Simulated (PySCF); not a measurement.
The vertical singlet excitations below were computed for one of the candidates. Level of theory: PySCF 2.14.0, density-fitted response routines, TDDFT wB97X-D/def2-SVPD, vertical, gas phase, core orbitals frozen in the response. Geometries: GFN2-xTB, one conformer each.

```json
{"state": "S1", "λ (nm)": "212.2", "f": "0.0037"}
{"state": "S2", "λ (nm)": "206.6", "f": "0.0050"}
{"state": "S3", "λ (nm)": "204.3", "f": "0.0001"}
{"state": "S4", "λ (nm)": "201.5", "f": "0.0003"}
{"state": "S5", "λ (nm)": "197.2", "f": "0.011"}
{"state": "S6", "λ (nm)": "192.3", "f": "0.0002"}
{"state": "S7", "λ (nm)": "189.5", "f": "0.041"}
{"state": "S8", "λ (nm)": "185.6", "f": "0.057"}
```

**Question.** Which structure fits? All have the formula C7H7OP.
A. `O=P1(C=CCC=C1)C#C`
B. `CC(=O)c1ccccp1`
C. `c1(cccpc1C=O)C`

**Answer.** A. Its S1, at 5.84 eV, is the highest among the candidates; the nearest of the others has S1 at 3.75 eV. S1 is HOMO→LUMO (73%), HOMO-2→LUMO (11%). Löwdin shares by element: HOMO oxygen 52%, carbon 19% or more, phosphorus 14% (atoms not listed hold the other 15%); LUMO carbon 57% or more (atoms not listed hold the other 43%). At the same level the other candidates give, for their lowest levels:
- `CC(=O)c1ccccp1`: 331 nm (f 0.000); 275 nm (f 0.042); 267 nm (f 0.010); 252 nm (f 0.088); 226 nm (f 0.003); T1 3.12 eV; HOMO -9.22, LUMO -0.70 eV
- `Cc1cccpc1C=O`: 343 nm (f 0.001); 282 nm (f 0.050); 264 nm (f 0.010); 251 nm (f 0.079); 231 nm (f 0.000); T1 3.13 eV; HOMO -9.21, LUMO -0.76 eV
Triplets come from the Tamm–Dancoff approximation.
